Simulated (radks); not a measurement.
Valence configurations of Os I (all share [Xe]). Calculated with a radial shooting solver on a logarithmic mesh with Libxc functionals: scalar-relativistic Kohn-Sham, r2SCAN, spin-polarised, spherical densities, finite nucleus; open shells are filled with parallel spins first (spin-orbit coupling, left out, can overturn this in heavy ions); meta-GGA in the generalised Kohn-Sham scheme; Fermi nuclear charge, rms radius 5.4126 fm. Energies are relative to 4f14 5d6 6s2; eigenvalues in eV for spin up.

| valence | E (eV) | moment (Bohr magnetons) | e(4f) | e(5d) | e(6p) | e(6s) |
|---|---|---|---|---|---|---|
| 4f14 5d6 6s2 | 0.000 | 4 | -52.641 | -7.703 | - | -7.013 |
| 4f14 5d6 6p2 | 9.233 | 6 | -55.680 | -10.562 | -3.359 | - |
| 4f14 5d5.5 6s2 6p0.5 | 1.702 | 5 | -54.899 | -9.597 | -2.090 | -8.189 |
| 4f14 5d5 6s2 6p1 | 3.585 | 6 | -57.147 | -11.443 | -2.829 | -9.287 |
| 4f13 5d6 6s2 6p1 | 57.188 | 6 | -68.327 | -12.603 | -2.802 | -9.332 |
| 4f14 5d6 6s1.5 6p0.5 | 1.911 | 5 | -53.460 | -8.532 | -1.994 | -7.896 |
| 4f13 5d6.5 6s2 6p0.5 | 54.307 | 5 | -65.945 | -10.642 | -2.027 | -8.173 |
| 4f14 5d8 | 3.768 | 2 | -47.935 | -3.972 | - | - |
| 4f14 5d7 6s1 | 0.895 | 4 | -50.006 | -5.754 | - | -6.430 |
| 4f11 5d8.5 6s2 6p0.5 | 183.88 | 5 | -89.131 | -12.642 | -1.920 | -8.071 |

NIST lists [Xe] 4f14 5d6 6s2 as the ground configuration; this level of theory agrees among the configurations tried. The energies are those of spherical high-spin densities, not of single terms.
